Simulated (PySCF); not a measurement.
## A survey of ³³S NMR shifts

Theoretical values (PySCF): NMR shieldings at PBE0/pcSseg-1/GIAO, GFN2-xTB structure. Rapidly exchanging positions averaged, no solvent, non-relativistic Hamiltonian, single conformer.

Shieldings were converted by a linear fit to measured shifts: ³³S (scatter 33.3 ppm rms vs sulfate, solution or neat liquid). Occasional misses reach two or three times the rms, and more in compound classes unlike the fitted ones.

Problem. Match the shifts 417, 240, 54, 9, -346 ppm to `C#C[C@H](C)/C(=C\F)SC`, `CC(=S)[C@@H]1[C@H]2CC=C(C)[C@H]21`, `C[C@@H]([C@H](F)C(F)(F)F)S(=O)(=O)Cl`, `C#Cc1snnc1C`, `CN(C)C(=S)C(F)F`.

Solution. 417: CC(=S)[C@@H]1[C@H]2CC=C(C)[C@H]21 (thione sulfur); 240: C#Cc1snnc1C (aromatic ring sulfur); 54: CN(C)C(=S)C(F)F (thione sulfur); 9: C[C@@H]([C@H](F)C(F)(F)F)S(=O)(=O)Cl (sulfonyl sulfur); -346: C#C[C@H](C)/C(=C\F)SC (sulfide sulfur).
